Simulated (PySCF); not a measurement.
Radial density of Mo²⁺ (molybdenum, charge +2)

LDA, [Kr] 4d4, high-spin 5D determinant. Computed with PySCF 2.14 in aug-cc-pVDZ-PP with ECP28MDF, with a scalar-relativistic core potential. This is the valence pseudo-density: the core potential removes the inner electrons and smooths the orbitals near the nucleus.

| r (bohr) | 4πr²ρ (e/bohr) | 4πr²(ρα − ρβ) |
| --- | --- | --- |
| 0.0438 | 2.244e-05 | 0.0000 |
| 0.0737 | 6.795e-05 | 0.0000 |
| 0.124 | 0.0003610 | 0.0001 |
| 0.208 | 0.004317 | 0.0011 |
| 0.351 | 0.1015 | 0.0232 |
| 0.590 | 2.416 | 0.3540 |
| 0.992 | 10.67 | 1.9676 |
| 1.67 | 5.423 | 2.2781 |
| 2.81 | 0.6814 | 0.5851 |
| 4.72 | 0.02053 | 0.0204 |
| 7.94 | 1.079e-05 | 0.0000 |

Energies and moments cover only the electrons outside the core potential.
